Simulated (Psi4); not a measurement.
dimethyl selenide (C₂H₆Se), singlet, geometry from GFN2-xTB; B3LYP/aug-pcseg-1 run with Psi4.

Psi4 was given this input:
```
memory 2 GB

molecule {
0 1
  C     1.42745564   -0.35252996    0.80410118
  Se    0.01857231    0.17766848   -0.43947715
  C    -1.49174355   -0.26246801    0.71714532
  H     1.32047632   -1.40944573    1.03668694
  H     2.38153568   -0.17314924    0.31701118
  H     1.35160354    0.24752203    1.70786870
  H    -1.46408325   -1.32353763    0.95374167
  H    -2.40230747   -0.02556005    0.17451211
  H    -1.43295603    0.33343014    1.62492343
}

set basis aug-pcseg-1

energy('b3lyp')
print_variables()
```

### Question
Predict the main parts of the log of this Psi4 run.

### Answer

```
   => Loading Basis Set <=

    Name: AUG-PCSEG-1
    Role: ORBITAL
    Keyword: BASIS

         ---------------------------------------------------------
                                   SCF
               by Justin Turney, Rob Parrish, Andy Simmonett
                          and Daniel G. A. Smith
                              RKS Reference
         ---------------------------------------------------------

  ==> Geometry <==

    Molecular point group: c1
    Full point group: C1

    Geometry (in Angstrom), charge = 0, multiplicity = 1:

       Center              X                  Y                   Z               Mass
    ------------   -----------------  -----------------  -----------------  -----------------
         C            1.423225822371    -0.392993726144     0.904191532274    12.000000000000
         SE           0.014342492371     0.137204713856    -0.339386797726    79.916521800000
         C           -1.495973367629    -0.302931776144     0.817235672274    12.000000000000
         H            1.316246502371    -1.449909496144     1.136777292274     1.007825032230
         H            2.377305862371    -0.213613006144     0.417101532274     1.007825032230
         H            1.347373722371     0.207058263856     1.807959052274     1.007825032230
         H           -1.468313067629    -1.364001396144     1.053832022274     1.007825032230
         H           -2.406537287629    -0.066023816144     0.274602462274     1.007825032230
         H           -1.437185847629     0.292966373856     1.725013782274     1.007825032230

  Running in c1 symmetry.

  Rotational constants: A =      0.37828  B =      0.22833  C =      0.15058 [cm^-1]
  Rotational constants: A =  11340.51031  B =   6845.30745  C =   4514.38626 [MHz]
  Nuclear repulsion =  186.343255229806800

  Charge       = 0
  Multiplicity = 1
  Electrons    = 52
  Nalpha       = 26
  Nbeta        = 26

  ==> Algorithm <==

  SCF Algorithm Type is DF.
  DIIS enabled.
  MOM disabled.
  Fractional occupation disabled.
  Guess Type is SAD.
  Energy threshold   = 1.00e-06
  Density threshold  = 1.00e-06
  Integral threshold = 1.00e-12

  ==> Primary Basis <==

  Basis Set: AUG-PCSEG-1
    Blend: AUG-PCSEG-1
    Number of shells: 62
    Number of basis functions: 136
    Number of Cartesian functions: 143
    Spherical Harmonics?: true
    Max angular momentum: 2

  ==> DFT Potential <==

   => LibXC <=

    Version 7.1.2
[...]
   @DF-RKS iter   3: -2481.10604048700770   -6.42568e-01   1.51035e-03 ADIIS/DIIS
   @DF-RKS iter   4: -2481.12752876678769   -2.14883e-02   3.81701e-04 ADIIS/DIIS
   @DF-RKS iter   5: -2481.12898817142195   -1.45940e-03   1.36245e-04 ADIIS/DIIS
   @DF-RKS iter   6: -2481.12920366884009   -2.15497e-04   1.42255e-05 DIIS
   @DF-RKS iter   7: -2481.12920574364489   -2.07480e-06   3.18858e-06 DIIS
   @DF-RKS iter   8: -2481.12920588450561   -1.40861e-07   4.08383e-07 DIIS
  Energy and wave function converged.

  ==> Post-Iterations <==

   Electrons on quadrature grid:
      Ntotal   =   52.0000185397 ; deviation = 1.854e-05

    Orbital Energies [Eh]
    ---------------------

    Doubly Occupied:

[...]
    Virtual:

[...]
    Final Occupation by Irrep:
              A
    DOCC [    26 ]
    NA   [    26 ]
    NB   [    26 ]

  @DF-RKS Final Energy: -2481.12920588450561

   => Energetics <=

    Nuclear Repulsion Energy =            186.3432552298068003
    One-Electron Energy =               -3820.9895863743836344
    Two-Electron Energy =                1234.2328989645066031
    DFT Exchange-Correlation Energy =     -80.7157737044351649
    Empirical Dispersion Energy =           0.0000000000000000
    VV10 Nonlocal Energy =                  0.0000000000000000
    Total Energy =                      -2481.1292058845056090

Computation Completed

Properties will be evaluated at   0.000000,   0.000000,   0.000000 [a0]

Properties computed using the SCF density matrix

 Multipole Moments:

 ------------------------------------------------------------------------------------
     Multipole            Electronic (a.u.)      Nuclear  (a.u.)        Total (a.u.)
 ------------------------------------------------------------------------------------

 L = 1.  Multiply by 2.5417464519 to convert [e a0] to [Debye]
 Dipole X            :          0.3913998           -0.4156465           -0.0242467
 Dipole Y            :          3.7442514           -3.9762026           -0.2319512
 Dipole Z            :         -9.2617044            9.8354543            0.5737498
 Magnitude           :                                                    0.6193369

 ------------------------------------------------------------------------------------

  Variable Map:
  ----------------------------------------------------------------------------
[...]
  Array Variable Map:
  ----------------------------------------------------------------------------
[...]
[...]
```
